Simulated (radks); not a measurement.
Task: Ionisation of neutral nickel, [Ar] 3d8 4s2, to [Ar] 3d9 as the strength of local exchange is varied. Method: non-relativistic Kohn-Sham, Slater X-alpha exchange (alpha = 2/3 is LDA exchange), no correlation, spin-polarised, spherical densities, point nucleus; open shells are filled with parallel spins first; computed with a radial shooting solver on a logarithmic mesh with Libxc functionals.

alpha  E(Ni) (hartree)  exchange (hartree)  IE (eV)  -e of the level emptied (eV)  <r> of it (bohr)
0.625      -1499.58158           -54.02963    6.256                    4.299 (4s)             2.977
0.667      -1503.21699           -57.80727    6.157                    4.542 (4s)             2.945
0.839      -1518.20112           -73.46746    5.601                    5.596 (4s)             2.821
0.846      -1518.81421           -74.11123    5.573                    5.641 (4s)             2.816
?          -1533.51612           -89.61799    4.785                    6.754 (4s)             2.706

Which alpha was used in the last row?

Result: alpha = 1.013. NIST Atomic Spectra Database: 7.640 eV (measured). The central value is not met in this range of alpha. Open shells are spherical and high-spin; term and fine-structure splittings are not resolved.
